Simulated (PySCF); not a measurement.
[Gd(H2O)]3+ at several levels of theory

Computed with PySCF 2.14.0 (density fitting, no spin-orbit coupling) at the geometry relaxed with PBE:

```xyz
4
[Gd(H2O)]3+ (singlet in the valence; each metal's 4f electrons, 7 of them, lie in its core potential, out of spins and levels)
Gd    0.0000    0.0000   -0.0846
O     0.0000    0.0000    2.1223
H     0.7892    0.0000    2.7602
H    -0.7892    0.0000    2.7602
```

| level | basis | state | HOMO (eV) | gap (eV) | charge on Gd1 (e) | population of f-type functions on Gd1 (polarisation alone where 4f lies in the core) | dipole about the centre of mass (D) | largest force component (eV/Å) |
| --- | --- | --- | --- | --- | --- | --- | --- | --- |
| PBE | Gd lcecp-1-SVP with ECP53, O def2-SVP, H def2-SVP | singlet | -26.35 | 4.68 | 2.50 | 0.02 | 3.59 | 0.00 |
| TPSS | the same | singlet | -26.36 | 4.95 | 2.52 | 0.02 | 3.46 | 0.16 |
| PBE | Gd lcecp-1-TZVP with ECP53, O def2-TZVP, H def2-TZVP | singlet | -26.36 | 4.67 | 2.59 | 0.02 | 3.61 | 0.22 |
| PBE0 | Gd def2-SVP with ECP28, O def2-SVP, H def2-SVP | octet | -28.11 | 6.01 | 2.58 | 7.03 | 3.50 | 0.84 |

In the lcecp rows the 4f levels are missing from HOMO and gap, and the state counts the valence alone.

HOMO and gap are taken over both spins. Charges are Mulliken's, which hang on the basis. The relaxation used the grid (50, 194), these runs (75, 302) or, all-electron (x2c bases, spin-free X2C Hamiltonian), (99, 590).

A further run in the first row's basis gives HOMO (eV) -26.58, gap (eV) 5.65, charge on Gd1 (e) 2.56, population of f-type functions on Gd1 (polarisation alone where 4f lies in the core) 0.02, dipole about the centre of mass (D) 3.27, largest force component (eV/Å) 0.46. Which level was it?
A. CAM-B3LYP
B. B3LYP
C. r2SCAN

C. The others give HOMO -27.67 eV (B3LYP); -29.40 eV (CAM-B3LYP).

In the first row's basis the gap widens with exact exchange: 4.7 to 5.6 eV for PBE, TPSS, r2SCAN (none); 6.7 eV for B3LYP (a fixed share); 9.9 eV for CAM-B3LYP (rising or full at long range).

An lcecp potential fixes the number of 4f electrons, so in runs with it no electron can move into or out of that shell.

Rows with open f shells in the valence may stand above their lowest state, and their gaps can end on f levels.
